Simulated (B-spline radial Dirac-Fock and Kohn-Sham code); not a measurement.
Elastic electron scattering at 50 eV, Sr to Ce

These are calculated numbers from a B-spline atomic structure program; the model is relativistic (Dirac) partial waves in the static field of the Dirac-Fock atom with Furness-McCarthy exchange, without polarisation or absorption potentials. Below a few hundred eV the neglected polarisation potential matters, most of all at small angles. σ_tr1 and σ_tr2 weight the cross section with 1 − P₁ and 1 − P₂ of cos θ; "backward" is the share scattered beyond 90°.

| Z | element | σ (a₀²) | σ_tr1 (a₀²) | σ_tr2 (a₀²) | backward (%) | dσ/dΩ at 90° (a₀²/sr) |
| --- | --- | --- | --- | --- | --- | --- |
| 38 | Sr | 67.6 | 12.9 | 23.0 | 4.8 | 1.47 |
| 40 | Zr | 59.0 | 16.8 | 25.9 | 10 | 1.77 |
| 41 | Nb | 52.0 | 17.3 | 24.7 | 14 | 1.61 |
| 42 | Mo | 47.9 | 18.4 | 24.5 | 17 | 1.50 |
| 43 | Tc | 45.7 | 20.5 | 25.3 | 21 | 1.43 |
| 44 | Ru | 40.0 | 19.7 | 23.2 | 25 | 1.17 |
| 45 | Rh | 36.2 | 19.7 | 22.2 | 29 | 0.995 |
| 46 | Pd | 29.1 | 17.1 | 18.9 | 32 | 0.793 |
| 47 | Ag | 28.8 | 18.4 | 19.4 | 34 | 0.693 |
| 48 | Cd | 28.8 | 19.9 | 19.9 | 38 | 0.565 |
| 49 | In | 32.0 | 22.8 | 21.6 | 39 | 0.445 |
| 50 | Sn | 32.7 | 25.3 | 22.2 | 43 | 0.297 |
| 51 | Sb | 31.3 | 26.9 | 21.6 | 48 | 0.159 |
| 52 | Te | 28.2 | 26.7 | 19.7 | 54 | 0.0681 |
| 53 | I | 24.1 | 24.4 | 16.8 | 59 | 0.0471 |
| 54 | Xe | 20.5 | 20.5 | 13.6 | 59 | 0.0985 |
| 55 | Cs | 41.4 | 15.4 | 11.6 | 21 | 0.142 |
| 56 | Ba | 65.0 | 12.8 | 13.5 | 9.6 | 0.258 |
| 57 | La | 70.4 | 11.4 | 15.8 | 6.5 | 0.514 |
| 58 | Ce | 69.1 | 11.0 | 16.5 | 6.1 | 0.664 |
